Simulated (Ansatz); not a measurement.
A CCSD(T) single point on C$_{3}$H$_{6}$OSi (`C#C[SiH2]CO`).

```yaml
crystal:
  periodic: [false, false, false]
  atoms:
    - {symbol: C, position_ang: [-1.499882, 0.876894, 1.851825]}
    - {symbol: C, position_ang: [-0.664297, 0.179794, 1.329733]}
    - {symbol: Si, position_ang: [0.581486, -0.820016, 0.435199]}
    - {symbol: C, position_ang: [0.779122, 0.012551, -1.249392]}
    - {symbol: O, position_ang: [-0.475563, 0.229965, -1.872772]}
    - {symbol: H, position_ang: [-2.235618, 1.484105, 2.328313]}
    - {symbol: H, position_ang: [1.853784, -0.825730, 1.203267]}
    - {symbol: H, position_ang: [0.063374, -2.203802, 0.303729]}
    - {symbol: H, position_ang: [1.348710, 0.947009, -1.143014]}
    - {symbol: H, position_ang: [1.357082, -0.632310, -1.917153]}
    - {symbol: H, position_ang: [-1.042996, 0.694538, -1.249233]}
basis:
  gaussian: {orbitals: def2-SVP}
correlation: {method: ccsd_t}
```

```sh
$ ansatz run in.yaml --threads 4 --pin off --events-out ev --progress --plain
```

Log, shortened:

```
Functional definition: HF
1043 factors; integrals over basis functions are off by at most 1.2e-3 eV
mean field evaluation 1: about -13074.2407 eV, gradient 3.4e1 eV
mean field evaluation 2: about -13074.2485 eV, gradient 3.4e1 eV
mean field evaluation 4: about -13077.3077 eV, gradient 4.0e0 eV
mean field evaluation 8: about -13077.3541 eV, gradient 1.3e-4 eV
mean field -13077.35408750 eV, -480.5838985665 hartree, gradient 2.6e-6 eV, S^2 0.000000; 0 other end points of the search recorded, 0 dependent functions left out
9 core orbitals not correlated: weight in the atoms' cores, before any rotation towards them, 1.000 or more for the frozen orbitals, at most 0.000 for the correlated occupied ones
reference -13077.35408750 eV, -480.5838985665 hartree; 14, 14 occupied and 81, 81 virtual orbitals, 1043 factors
second order -18.31110959 eV of doubles, -0.00000000 eV of singles
cycle   1  -18.91203163 eV  change   -6.0e-1 eV  update   1.0e-1
cycle   2  -19.47451898 eV  change   -5.6e-1 eV  update   3.2e-2
cycle   3  -19.59779920 eV  change   -1.2e-1 eV  update   1.5e-2
cycle   4  -19.60054666 eV  change   -2.7e-3 eV  update   4.6e-3
cycle   5  -19.60283052 eV  change   -2.3e-3 eV  update   2.0e-3
cycle   6  -19.60341873 eV  change   -5.9e-4 eV  update   5.1e-4
cycle   7  -19.60335282 eV  change    6.6e-5 eV  update   1.8e-4
cycle   8  -19.60338694 eV  change   -3.4e-5 eV  update   5.2e-5
cycle   9  -19.60340011 eV  change   -1.3e-5 eV  update   2.0e-5
perturbative correction -0.64974275 eV, -0.0238776056 hartree
Total energy: -13097.60723035 eV, -481.3281878385 hartree
```

Run time 4 s (4 threads of a server CPU on a shared host); peak host memory 0.48 GiB.

The correlation energy is -20.253 eV, 3.2 % of it from (T); the T1 diagnostic reads 0.0120.
